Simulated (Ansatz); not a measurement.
Total energies of C3H3F2InO2, SMILES `[F][In-]1([F])[O]C=CC=[O+]1`.

```
atom   x (Å)   y (Å)   z (Å)
  F1   0.984  -2.939  -1.177
 In2  -0.421  -1.649  -0.870
  F3  -2.238  -1.995  -1.426
  O4   0.188   0.253  -1.517
  C5   0.415   1.218  -0.731
  C6   0.318   1.244   0.657
  C7  -0.060   0.179   1.468
  O8  -0.382  -0.996   1.124
  H9   0.727   2.146  -1.224
 H10   0.557   2.176   1.149
 H11  -0.087   0.363   2.548
```

The species carries charge 0 and has multiplicity 1. Correlated methods include outer-core shells of In, which these sets cover unevenly. In: def2 effective core potential. The structure was optimised at the PBE0-D4/def2-TZVP level. Basis def2-TZVPP, Ansatz 0.2.0.

RPA on PBE orbitals: Hartree–Fock energy of these orbitals -653.33712 Eh, correlation -2.56490 Eh (frozen core).

| functional | energy without D4 (Eh) | D4 term (kJ/mol) |
| --- | --- | --- |
| PBE | -656.19960 | -28.2 |
| revPBE | -656.58488 | -81.3 |
| BLYP | -656.56978 | -61.1 |
| r2SCAN | -656.54216 | -7.0 |
| B97M-V | -656.57938 | – |
| PBE0 | -656.19397 | -24.0 |
| B3LYP | -656.75169 | -45.5 |
| r2SCAN0 | -656.43472 | -8.3 |
| HSE06 (plane-wave form) | -656.17194 | -22.5 |
| BHLYP | -656.38628 | -36.5 |
| CAM-B3LYP | -656.51278 | -24.6 |
| LC-ωPBE | -656.43156 | – |
| ωB97X-V | -656.51358 | – |
| B2PLYP | -656.17706 | – |

(1) Give the same for LDA (SPW92), r2SCANh, ωB97M-V, PBE-QIDH. (Best estimate.)

B3LYP takes the VWN-RPA correlation (the form of Gaussian; ORCA's B3LYP/G). HSE06 is the plane-wave form, built on full-range PBE exchange. The double hybrids freeze the cores in their second-order part.

Answers

(1) Ansatz gave: 
```csv
functional,energy without D4 (Eh),D4 term (kJ/mol)
LDA (SPW92),-652.98126,–
r2SCANh,-656.49802,-7.5
ωB97M-V,-656.50624,–
PBE-QIDH,-655.92647,–
```

LC-ωPBE has ω = 0.4 bohr⁻¹.
